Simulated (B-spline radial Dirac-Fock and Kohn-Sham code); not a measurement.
Dipole and non-dipole photoemission parameters of Tc⁶⁺ 4p3/2

System: Tc⁶⁺, configuration 1s2 2s2 2p6 3s2 3p6 3d10 4s2 4p6 4d1; threshold 132.0 eV (orbital energy of the model). Method: Dirac-Hartree-Slater photoionisation with a Latter tail; cross sections with all multipoles, angular parameters from the dipole term and its interference with E2. Computed with a radial finite-basis atomic code.

For linearly polarised light dσ/dΩ = σ/(4π) [1 + β P₂(cos θ) + (δ + γ cos²θ) sin θ cos φ], with θ from the polarisation vector and φ the angle between the beam and the projection of the electron momentum on the plane normal to the polarisation.

```csv
hν (eV),σ (kb),β,γ,δ
200,289,0.766,0.098,0.033
257,234,1.127,0.182,0.019
300,197,1.281,0.194,0.012
417,129,1.494,0.135,0.003
450,116,1.528,0.115,0.002
600,75.8,1.625,0.036,0.000
662,65.1,1.648,0.015,0.000
800,47.8,1.678,-0.016,0.000
947,35.5,1.692,-0.026,0.001
1320,19.1,1.693,0.013,0.003
1450,15.9,1.688,0.038,0.003
1540,14.1,1.684,0.057,0.004
1560,13.7,1.683,0.062,0.004
1740,11.0,1.673,0.105,0.005
2984.4,3.28,1.584,0.430,0.014
7210,0.331,1.317,1.210,0.064
8047.8,0.242,1.275,1.315,0.075
8980,0.177,1.230,1.418,0.088
9610,0.145,1.202,1.481,0.097
10800,0.102,1.152,1.588,0.114
11200,?,?,?,?
11500,0.0847,1.124,1.644,0.123
12000,0.0745,1.105,1.681,0.130
```

Question: Give the values at 11200 eV.

Answer: σ = 0.0918 kb, β = 1.136, γ = 1.620, δ = 0.119.
